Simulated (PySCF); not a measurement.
## Stretching SmP

Set-up: basis Sm x2c-SVPall, P x2c-SVPall; spin-free X2C with a Gaussian nucleus; PySCF 2.14. Energies in eV from Sm (4f6 6s2) + P in their ground configurations at the same level. State: Ms = 2.5 determinant of mixed spin, about 6.0 electrons in the 4f shell (Mulliken), real f orbitals that mix terms.

All columns are PBE0. A positive dipole means Sm(−)P(+).

```
R (Å)  E (eV)  μ (D)  Mulliken charge on Sm (basis-dependent)  HOMO (eV)  LUMO (eV)  Mayer bond order   ⟨S²⟩
2.239  -0.951  -6.42                                     0.27      -4.19      -2.32              2.79   9.37
2.343  -1.298  -6.65                                     0.31      -4.17      -2.29              2.49   9.63
2.447  -1.516  -6.86                                     0.34      -4.19      -2.20              2.25   9.81
2.525  -1.600  -7.06                                     0.35      -4.13      -2.12              2.15   9.87
2.603  -1.623  -7.20                                     0.36      -4.05      -2.06              2.08   9.93
2.681  -1.598  -7.27                                     0.37      -3.98      -2.10              2.00   9.99
2.785  -1.509  -7.26                                     0.37      -3.92      -2.15              1.88  10.08
2.915  -1.342  -7.17                                     0.37      -3.85      -2.18              1.71  10.21
3.071  -1.098  -7.11                                     0.37      -3.77      -2.18              1.51  10.34
3.280  -0.749  -7.21                                     0.37      -3.63      -2.21              1.30  10.49
```

A fit through these points gives, at Re = 2.599 Å, μ = -7.19 D and dμ/dR = -1.45 D/Å; the reduced mass is 25.73 u.

Question: How strong is the fundamental in the double-harmonic approximation, I = 42.26·(dμ/dR)²/μred km/mol?

Answer: I = 42.26·(-1.45)²/25.73 = 3.45 km/mol at PBE0.

⟨S²⟩ of the unrestricted solution departs from its pure value on part of the curve, where spin states mix. These are scalar-relativistic numbers at best; spin–orbit coupling would shift them, the dissociation energy most. The state is the lowest single determinant that the PBE0 search found; with open d or f shells the true ground state can be another one.
